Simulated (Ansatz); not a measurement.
A structure relaxed at PBE0-D4/def2-SVP in Ansatz, charge 0, singlet:

```
atom    x (Å)    y (Å)    z (Å)
 Si1  -0.2761   0.3753   1.3227
  H2  -0.9391   1.6420   1.7422
  H3   0.0467  -0.4311   2.5334
  S4   1.4609   0.7334   0.0971
 Si5   0.2763  -0.3749  -1.3228
  H6  -0.0459   0.4291  -2.5352
  H7   0.9390  -1.6427  -1.7395
  S8  -1.4617  -0.7310  -0.0979
```

Problem. Give its formula, name or SMILES and point group.

Solution. cyclo-(H2SiS)2 (Si2H4S2). Point group D2h (tolerance 0.1 Å).

Problem. Summarise the bond lengths by kind (pairs closer than 1.2 times the sum of covalent radii, bridged metal pairs left out).

Solution. 4 × S–Si 2.16 Å; 4 × H–Si 1.49 Å.
